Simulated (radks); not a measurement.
The numbers below are computed, except where a source is named.
Spin polarisation of the 4f11 shell in the holmium ion Ho2+. Start: [Xe] 4f(up 5.5, down 5.5); electrons of 4f are moved from spin down to spin up, other shells keep equal spins. Code: a radial shooting solver on a logarithmic mesh with Libxc functionals. Model: scalar-relativistic Kohn-Sham, r2SCAN, spin-polarised, spherical densities, finite nucleus; meta-GGA in the generalised Kohn-Sham scheme; Fermi nuclear charge, rms radius of each element as measured or else 0.836 A^(1/3) + 0.57 fm.

moment (Bohr magnetons)  E - E(0) (eV)  e(4f up) (eV)  e(4f down) (eV)  5p down minus up (eV)
0                                0.000        -16.938          -16.938                  0.000
0.75                            -0.142        -17.307          -16.549                  0.259
1.5                             -0.569        -17.657          -16.142                  0.519
2.25                            -1.280        -17.988          -15.715                  0.779
3                               -2.274        -18.298          -15.270                  1.040

At moment 3 the spin-polarisation energy is -2.274 eV and the 4f exchange splitting 3.028 eV, that is 1.009 eV per Bohr magneton; E = -I m^2/4 would give I = 1.011 eV.
